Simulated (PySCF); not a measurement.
## Structure elucidation problem

The spectra below were simulated for a compound C$_{5}$H$_{12}$Si$_{2}$.

¹H NMR (400 MHz, computed): δ 6.51 (q, 1H), 5.11 (br s, 1H), 4.93 (br s, 1H), 4.27 (s, 3H), 4.17 (d, 3H), 1.99 (s, 3H).

¹³C{¹H} NMR (computed): δ 171.0 (C), 160.2 (C), 143.6 (CH), 117.7 (CH2), 25.9 (CH3).

Method: geometry: GFN2-xTB, NMR shieldings at PBE0/pcSseg-1/GIAO, in PySCF 2.14 (one averaged value for each set of equivalent atoms, non-relativistic Hamiltonian, one computed conformer, no solvent).

Referencing at the same level of theory: ¹H (σ = 31.72 ppm), ¹³C (σ = 186.93 ppm) vs TMS.

Question: Deduce the structure.

Answer: 
- Rings plus π bonds: 2 (no ring in the answer).
- 5 carbon signals for 5 carbons: no two carbons are equivalent.
- Carbon types of the structure: 2 × C, 1 × CH, 1 × CH2, 1 × CH3, leaving 6 H on heteroatoms.
- δC 171.0, 160.2: fully substituted alkene carbon.
- δC 143.6: alkene CH; an sp2 carbon of a C=C bond.
- δC 117.7: terminal =CH2 carbon; the olefinic region.
- δC 25.9: allylic methyl carbon; aliphatic region, no heteroatom directly attached.
- δH 6.51: hydrogen on an alkene CH; a vinylic proton, deshielded by the sp2 carbon and the C=C anisotropy.
- δH 5.11, 4.93: hydrogen on a terminal =CH2 carbon; a vinylic proton, deshielded by the sp2 carbon and the C=C anisotropy.
- δH 1.99: hydrogen on an allylic methyl carbon; allylic position.

These data were computed for `C=C(C)/C([SiH3])=C\[SiH3]`.

This is the structure that produced the data.

Shifts are as computed. Against solution values, carbons near 30 ppm lie about +3 ppm off and those near 130 ppm about +5 ppm. Of 1309 compounds with measured shifts, 239 miss one by over three times the rms of a fit or turn the order of signals round; such compounds aren't used in these exercises. No couplings were computed; multiplicities are counted from neighbouring protons, with m where these are inequivalent, close in shift, in a saturated or five-membered ring or joined by F or P, and br s for small geminal =CH2 splittings.
